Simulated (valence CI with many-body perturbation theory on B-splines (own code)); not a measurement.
The numbers below are computed, except where a source is named.
# Level structure of Sb44+

Method: valence CI with perturbative core correlation (CI+MBPT): five valence electrons over a frozen Dirac-Fock core [He], a basis of 9 s, 9 p, 8 d, 6 f, 3 g, 1 h functions for each j, with the one-electron correlation potential Σ1 (screened to all orders), the two-electron term Σ2, the three-electron term Σ3, Breit, model QED; selected single and double excitations, second order for the rest (own B-spline code, finite nucleus).

No measured spectrum was set against this ion. As an estimate, large intervals hold to a few tenths of a per cent, small ones and those within an open d or f shell to about a per cent. Among the levels kept, up to 1400 cm⁻¹ of a level comes from second order outside the variational space, and about a tenth of that is noise between levels of different J, which matters for small intervals.

Levels 46 to 80 of 80, with energies above the lowest level, (2s^2 2p1/2^2 2p3/2) J=3/2. "Leading %" is the weight of the configuration and term that name the level; weights of strongly mixed levels are sums over their largest components and can fall short. In the jj column 3d3/2^4 stands for four electrons in 3d with j = 3/2.

```csv
No.,Configuration,Term,J,E (× 10³ cm⁻¹),Leading %,Second component,Leading jj,g
46,2s2 2p2 3d,4P,3/2,36607,15,14 % 2s 2p3 3p 6P,2s^2 2p1/2 2p3/2 3d5/2 (55 %),1.533
47,2s2 2p2 3d,2F,5/2,36618,25,15 % 2s2 2p2 3d 4P,2s^2 2p1/2 2p3/2 3d5/2 (62 %),1.261
48,2s2 2p2 3d,4P,1/2,36626,38,30 % 2s2 2p2 3d 2P,2s^2 2p1/2 2p3/2 3d3/2 (97 %),1.782
49,2s 2p3 3s,2P°,3/2,36629,31,20 % 2s 2p3 3s 2D°,2s 2p1/2^2 2p3/2 3s (96 %),1.366
50,2s2 2p2 3d,2G,9/2,36636,60,40 % 2s2 2p2 3d 4F,2s^2 2p1/2 2p3/2 3d5/2 (99 %),1.188
51,2s2 2p2 3d,4P,3/2,36645,29,19 % 2s2 2p2 3d 2P,2s^2 2p1/2 2p3/2 3d3/2 (38 %),1.541
52,2s2 2p2 3d,2D,5/2,36669,21,20 % 2s2 2p2 3d 4D,2s 2p1/2^2 2p3/2 3p1/2 (42 %),1.291
53,2s2 2p2 3d,2D,5/2,36730,56,17 % 2s2 2p2 3d 2F,2s^2 2p1/2 2p3/2 3d5/2 (81 %),1.214
54,2s2 2p2 3d,2F,7/2,36780,63,20 % 2s2 2p2 3d 2G,2s^2 2p1/2 2p3/2 3d5/2 (93 %),1.110
55,2s2 2p2 3d,2D,3/2,36795,60,27 % 2s2 2p2 3d 2P,2s^2 2p1/2 2p3/2 3d5/2 (98 %),0.950
56,2s2 2p2 3d,2P,1/2,36821,63,30 % 2s2 2p2 3d 2S,2s^2 2p1/2 2p3/2 3d5/2 (97 %),1.101
57,2s2 2p2 3s,4P,5/2,36963,57,36 % 2s2 2p2 3s 2D,2s^2 2p3/2^2 3s (93 %),1.422
58,2s2 2p2 3s,2P,3/2,37002,51,34 % 2s2 2p2 3s 2D,2s^2 2p3/2^2 3s (94 %),1.154
59,2s 2p3 3p,2P,1/2,37076,32,23 % 2s 2p3 3p 4D,2s 2p1/2^2 2p3/2 3p1/2 (93 %),1.126
60,2s 2p3 3p,2D,3/2,37093,30,26 % 2s 2p3 3p 4F,2s 2p1/2^2 2p3/2 3p1/2 (94 %),0.948
61,2s 2p3 3p,4D,7/2,37216,44,38 % 2s 2p3 3p 6P,2s 2p1/2^2 2p3/2 3p3/2 (95 %),1.482
62,2s 2p3 3p,4P,3/2,37271,36,23 % 2s 2p3 3p 2P,2s 2p1/2^2 2p3/2 3p3/2 (96 %),1.578
63,2s2 2p2 3s,2S,1/2,37278,68,18 % 2s2 2p2 3s 4P,2s^2 2p3/2^2 3s (96 %),1.963
64,2s 2p3 3p,4P,5/2,37359,37,22 % 2s 2p3 3p 2D,2s 2p1/2^2 2p3/2 3p3/2 (94 %),1.452
65,2s 2p3 3p,4P,1/2,37391,37,28 % 2s 2p3 3p 2P,2s 2p1/2^2 2p3/2 3p3/2 (93 %),1.665
66,2s2 2p2 3p,2P°,3/2,37531,26,23 % 2s2 2p2 3p 4P°,2s^2 2p3/2^2 3p1/2 (96 %),1.430
67,2s2 2p2 3p,2D°,5/2,37558,42,25 % 2s2 2p2 3p 2F°,2s^2 2p3/2^2 3p1/2 (97 %),1.180
68,2s 2p3 3p,2D,5/2,37720,27,16 % 2s 2p3 3p 4P,2s 2p1/2^2 2p3/2 3p3/2 (97 %),1.241
69,2s 2p3 3d,4D°,5/2,37742,30,28 % 2s 2p3 3d 6D°,2s 2p1/2^2 2p3/2 3d3/2 (94 %),1.323
70,2s 2p3 3d,6D°,3/2,37763,35,19 % 2s 2p3 3d 4P°,2s 2p1/2^2 2p3/2 3d3/2 (95 %),1.461
71,2s 2p3 3d,6D°,7/2,37770,29,23 % 2s 2p3 3d 4F°,2s 2p1/2^2 2p3/2 3d3/2 (80 %),1.326
72,2s 2p3 3d,4P°,1/2,37773,42,39 % 2s 2p3 3d 6D°,2s 2p1/2^2 2p3/2 3d3/2 (95 %),2.512
73,2s 2p3 3p,2P,3/2,37796,27,18 % 2s 2p3 3p 4D,2s 2p1/2^2 2p3/2 3p3/2 (96 %),1.212
74,2s 2p3 3p,4P,1/2,37825,46,14 % 2s 2p3 3p 2S,2s 2p1/2^2 2p3/2 3p3/2 (96 %),1.807
75,2s2 2p2 3p,2P°,1/2,37838,72,16 % 2s2 2p2 3p 4D°,2s^2 2p3/2^2 3p1/2 (92 %),0.692
76,2s 2p3 3d,4F°,9/2,37885,45,38 % 2s 2p3 3d 6D°,2s 2p1/2^2 2p3/2 3d5/2 (96 %),1.376
77,2s 2p3 3s,6S°,5/2,38001,20,16 % 2s 2p3 3s 4D°,2s 2p1/2^2 2p3/2 3d5/2 (48 %),1.452
78,2s2 2p2 3p,2D°,5/2,38027,22,15 % 2s2 2p2 3p 4P°,2s^2 2p3/2^2 3p3/2 (42 %),1.371
79,2s 2p3 3d,4D°,3/2,38037,31,15 % 2s 2p3 3d 2D°,2s 2p1/2^2 2p3/2 3d5/2 (76 %),1.085
80,2s2 2p2 3p,4D°,7/2,38039,51,34 % 2s2 2p2 3p 2F°,2s^2 2p3/2^2 3p3/2 (85 %),1.314
```
